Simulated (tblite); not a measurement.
Compound: C7H8OS (charge +1 and doublet state).
Atom-mapped SMILES: `[CH3:1][CH2:2][C+:3]1[CH:4][C:5](=[S:6])[CH:7]=[CH:8][O:9]1` (hydrogens: H10, H11, H12 on C1; H13, H14 on C2; H15 on C4; H16 on C7; H17 on C8)
Bond orders are those of one Lewis drawing.

Computed with GFN2-xTB (tblite), gas phase: L-BFGS steps from a force-field or distance-geometry start until the largest atomic force falls under 0.01 eV/Å.

Step 5: E = -704.7258 eV
```
atom  x, y, z in Å  |  force x, y, z in eV/Å
C1     -2.4902   -0.4205   -0.2747    0.014  -0.035   0.056
C2     -1.4094    0.4475   -0.9469   -0.027  -0.002   0.018
C3     -0.0516    0.2177   -0.3565    0.051  -0.092  -0.006
C4      0.4519    0.9051    0.7260   -0.024  -0.033  -0.059
C5      1.7407    0.6199    1.2339   -0.046  -0.046  -0.041
S6      2.3946    1.4429    2.5530   -0.023   0.070   0.059
C7      2.4761   -0.4072    0.5789   -0.096   0.032  -0.014
C8      1.8975   -1.0356   -0.4751   -0.183   0.031  -0.071
O9      0.6858   -0.7368   -0.9216   -0.089  -0.082  -0.181
H10    -2.2773   -1.4782   -0.3987    0.054  -0.015   0.002
H11    -3.4606   -0.2202   -0.7281    0.169   0.052  -0.021
H12    -2.5688   -0.1977    0.7859    0.045  -0.003   0.015
H13    -1.6949    1.4928   -0.8280    0.108   0.040   0.079
H14    -1.4083    0.2217   -2.0152    0.191  -0.101   0.060
H15    -0.1439    1.6708    1.1822   -0.107   0.171   0.118
H16     3.4627   -0.6856    0.9041    0.047   0.032   0.051
H17     2.3888   -1.8245   -1.0289   -0.085  -0.019  -0.063
```

Step 6: E = -704.7347 eV
```
atom  x, y, z in Å  |  force x, y, z in eV/Å
C1     -2.4840   -0.4212   -0.2727   -0.048  -0.061   0.068
C2     -1.4075    0.4462   -0.9436    0.053  -0.007   0.035
C3     -0.0523    0.2166   -0.3565    0.056  -0.096   0.001
C4      0.4501    0.9037    0.7249   -0.065   0.052   0.005
C5      1.7396    0.6182    1.2323   -0.166  -0.015  -0.082
S6      2.3876    1.4414    2.5469    0.046   0.138   0.175
C7      2.4701   -0.4077    0.5765   -0.099   0.015  -0.042
C8      1.8893   -1.0342   -0.4770   -0.120   0.016  -0.073
O9      0.6808   -0.7375   -0.9287   -0.083  -0.020  -0.072
H10    -2.2744   -1.4795   -0.3992    0.060   0.000   0.016
H11    -3.4503   -0.2167   -0.7298    0.104   0.041  -0.024
H12    -2.5664   -0.1972    0.7874    0.052  -0.016   0.015
H13    -1.6852    1.4908   -0.8225    0.042   0.104   0.051
H14    -1.3952    0.2151   -2.0077    0.128  -0.084  -0.044
H15    -0.1444    1.6736    1.1842   -0.052   0.070   0.051
H16     3.4554   -0.6794    0.9047    0.110  -0.028   0.038
H17     2.3798   -1.8201   -1.0292   -0.017  -0.109  -0.118
```

**Question.** Estimate the geometry and energy of step 7. (The exact step hangs on the optimiser's Hessian estimate; all steps are aligned on step 6, rigid shifts and turns removed.)

**Answer.** E = -704.7400 eV, largest force 0.206 eV/Å
```
atom  x, y, z in Å  |  force x, y, z in eV/Å
C1     -2.4802   -0.4225   -0.2703   -0.037  -0.041   0.046
C2     -1.4055    0.4453   -0.9408    0.072   0.002   0.005
C3     -0.0526    0.2142   -0.3569    0.035  -0.021   0.059
C4      0.4474    0.9042    0.7246   -0.069   0.037  -0.003
C5      1.7365    0.6173    1.2307   -0.165   0.032  -0.039
S6      2.3835    1.4427    2.5457    0.047   0.123   0.159
C7      2.4650   -0.4081    0.5742   -0.076  -0.012  -0.060
C8      1.8821   -1.0337   -0.4801   -0.002  -0.011  -0.042
O9      0.6759   -0.7387   -0.9349   -0.061   0.024   0.021
H10    -2.2713   -1.4806   -0.3991    0.058  -0.002   0.026
H11    -3.4417   -0.2135   -0.7315    0.034   0.027  -0.026
H12    -2.5639   -0.1972    0.7890    0.049  -0.025   0.028
H13    -1.6779    1.4912   -0.8178    0.010   0.090   0.022
H14    -1.3840    0.2091   -2.0033    0.069  -0.054  -0.065
H15    -0.1457    1.6766    1.1864   -0.029   0.007   0.002
H16     3.4520   -0.6756    0.9056    0.061  -0.044  -0.002
H17     2.3733   -1.8188   -1.0314    0.007  -0.132  -0.131
```

The energy changes by -0.0053 eV. The first-order estimate −F·Δx gives -0.0076 eV and the mean of the old and new forces, exact on a quadratic surface, -0.0053 eV. The step makes an angle of 57° with the force vector and moves no atom by more than 0.013 Å.

The cost below is that of the whole relaxation. Time: 0.39 s wall. Hardware: one thread of an AMD EPYC 7B13, no GPU, on a shared host.
